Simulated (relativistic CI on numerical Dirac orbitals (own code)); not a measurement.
## Cr5+: K-alpha X-ray emission

Computed with this model: Dirac-Coulomb-Breit CI, KLI orbitals optimised for each configuration, a model potential for QED, valence Slater integrals scaled by 0.9, multiplet model of X-ray emission after core ionisation; configurations [Ar] 3d → 1s 2s2 2p6 3s2 3p6 3d → [He] 2s2 2p5 3s2 3p6 3d; 300 K; Lorentzian 2.52 eV and Gaussian 0.6 eV FWHM. Energies are those of the free ion, without screening or charge transfer. S is read from ⟨S²⟩ = S(S + 1).

Field parameters in Wybourne normalisation: Oh B⁴₀ = 21Dq, B⁴₄ = √(5/14) B⁴₀. The field is a parameter set, without covalency.

free ion: ground-state S = 0.50, centroid 5408.02 eV. Peaks (eV, height): 5399.2 (26), 5402.8 (46), 5411.2 (100).

Oh, 10Dq = 5900 cm⁻¹: ground-state S = 0.50, centroid 5408.05 eV. Peaks (eV, height): 5399.2 (19), 5402.4 (51), 5411.2 (100).

Strongest unbroadened transitions for free ion:

```csv
Energy (eV),Relative strength
5399.11,31.4
5399.13,4.9
5402.39,0.8
5402.43,1.2
5402.76,41.8
5402.78,28.7
5407.26,0.8
5407.28,14.6
5410.03,0.8
5410.25,19.9
5410.27,36.0
5411.18,100.0
5411.43,9.9
5411.45,5.9
5411.76,1.7
5412.33,10.7
5412.35,23.6
5412.85,14.4
```
